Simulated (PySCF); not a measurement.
Computed IR spectrum (relative IR intensity) of a molecule C3H9ClOSi. Geometry optimised at PBE-D3(BJ)/def2-SVP. Other conformers were not sampled. Level of theory: PySCF with PBE-D3(BJ)/def2-SVP. Frequencies are harmonic and unscaled.

Lines under 2 % of the strongest are left out, and lines within 2 cm⁻¹ are merged.

| ν (cm⁻¹) | relative intensity |
|---|---|
| 181 | 2.2 |
| 216 | 3.2 |
| 241 | 2.9 |
| 276 | 9.0 |
| 289 | 28 |
| 474 | 18 |
| 629 | 17 |
| 651 | 4.0 |
| 728 | 29 |
| 741 | 4.5 |
| 782 | 39 |
| 836 | 100 |
| 886 | 17 |
| 938 | 6.8 |
| 955 | 3.3 |
| 1025 | 6.4 |
| 1222 | 13 |
| 1380 | 2.8 |
| 1427 | 4.4 |
| 2962 | 4.8 |
| 2968 | 11 |
| 3013 | 2.1 |
| 3051 | 8.4 |
| 3061 | 5.1 |
| 3764 | 26 |

Q: Which molecule gave these data?
(A) CC(C)O[SiH2]Cl
(B) C[C@H](CCl)[SiH2]O
(C) C[Si@H](O)CCCl
(D) CC[Si@](C)(O)Cl

A: D, CC[Si@](C)(O)Cl
